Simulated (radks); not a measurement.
Question: La+, 56 electrons, occupied as [Xe] 5d2. All-electron calculation, Dirac Kohn-Sham, BLYP, spin-unpolarised, spherical densities, finite nucleus; open shells fill j = l - 1/2 first; Fermi nuclear charge, rms radius 4.855 fm. Program: a radial shooting solver on a logarithmic mesh with Libxc functionals. Some entries of the table are withheld. Estimate them.

orbital,occ.,eigenvalue (hartree),<r> (bohr),<1/r> (bohr^-1)
1s1/2,2,-1423.093,0.02507,62.01
2s1/2,2,(1),0.1070,14.59
2p1/2,2,-213.7061,0.08990,14.57
2p3/2,4,-198.5175,0.09600,13.25
3s1/2,2,-48.55103,0.2849,5.252
3p1/2,2,-43.12683,0.2747,(2)
3p3/2,4,-40.16747,0.2868,(3)
3d3/2,4,-30.65690,(4),4.700
3d5/2,6,-30.02367,(5),4.616
4s1/2,2,-9.90166,0.6542,2.172
4p1/2,2,-7.90602,0.6746,2.068
4p3/2,4,-7.27532,0.7017,1.961
4d3/2,4,-4.00283,(6),1.741
4d5/2,6,-3.89339,(7),1.715
5s1/2,2,-1.56066,1.561,0.8521
5p1/2,2,(8),1.760,0.7490
5p3/2,4,(9),1.843,0.7101
4f5/2,0,-0.29641,1.187,1.140
4f7/2,0,-0.28638,1.202,1.129
6s1/2,0,-0.27659,4.181,0.3017
5d3/2,2,-0.26291,2.908,0.4484
5d5/2,0,-0.25606,2.962,0.4396

Answer: 
(1) 2s1/2 eigenvalue (hartree): -226.5629
(2) 3p1/2 <1/r> (bohr^-1): 5.166
(3) 3p3/2 <1/r> (bohr^-1): 4.837
(4) 3d3/2 <r> (bohr): 0.2578
(5) 3d5/2 <r> (bohr): 0.2615
(6) 4d3/2 <r> (bohr): 0.7623
(7) 4d5/2 <r> (bohr): 0.7719
(8) 5p1/2 eigenvalue (hartree): -1.02152
(9) 5p3/2 eigenvalue (hartree): -0.93011
